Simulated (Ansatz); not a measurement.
Abridged output of a molecular run in Ansatz:

```
Functional definition: HF
1121 factors; integrals over basis functions are off by at most 1.4e-3 eV
mean field evaluation 1: about -75287.1180 eV, gradient 3.6e1 eV
mean field evaluation 2: about -75287.2109 eV, gradient 3.6e1 eV
mean field evaluation 4: about -75290.1621 eV, gradient 3.4e0 eV
mean field evaluation 8: about -75290.1997 eV, gradient 2.4e-1 eV
mean field -75290.19988968 eV, -2766.8638124154 hartree, gradient 1.1e-6 eV, S^2 0.000000; 0 other end points of the search recorded, 0 dependent functions left out
13 core orbitals not correlated: weight in the atoms' cores, before any rotation towards them, 1.000 or more for the frozen orbitals, at most 0.000 for the correlated occupied ones
reference -75290.19988968 eV, -2766.8638124154 hartree; 20, 20 occupied and 80, 80 virtual orbitals, 1121 factors
second order -21.93992815 eV of doubles, -0.00000000 eV of singles
cycle   1  -22.28432455 eV  change   -3.4e-1 eV  update   9.5e-2
cycle   2  -22.77379407 eV  change   -4.9e-1 eV  update   2.7e-2
cycle   3  -22.87937494 eV  change   -1.1e-1 eV  update   1.4e-2
cycle   4  -22.87044897 eV  change    8.9e-3 eV  update   3.3e-3
cycle   5  -22.87001352 eV  change    4.4e-4 eV  update   1.3e-3
cycle   6  -22.87028544 eV  change   -2.7e-4 eV  update   3.8e-4
cycle   7  -22.86994681 eV  change    3.4e-4 eV  update   1.1e-4
cycle   8  -22.86992614 eV  change    2.1e-5 eV  update   3.6e-5
perturbative correction -0.58895324 eV, -0.0216436322 hartree
Total energy: -75313.65876906 eV, -2767.7259103314 hartree
```

Its atoms:

```xyz
10

C     1.435    0.368    0.093
O     0.214    1.033    0.328
B    -0.963    0.392    0.142
N    -1.101   -0.934   -0.280
Br   -2.570    1.421    0.501
H     2.241    1.071    0.302
H     1.517    0.043   -0.949
H     1.549   -0.500    0.752
H    -2.001   -1.360   -0.402
H    -0.322   -1.535   -0.487
```

Q: Which basis set was used?
A. cc-pV(T+d)Z
B. def2-SVP
C. def2-TZVPP
D. cc-pV(Q+d)Z

A: B. It gives 113 functions.

Q: Write the keys of the input that set method, charge and spin (a neutral closed shell needs none for the last two).

A: 
```yaml
correlation: {method: ccsd_t}
```
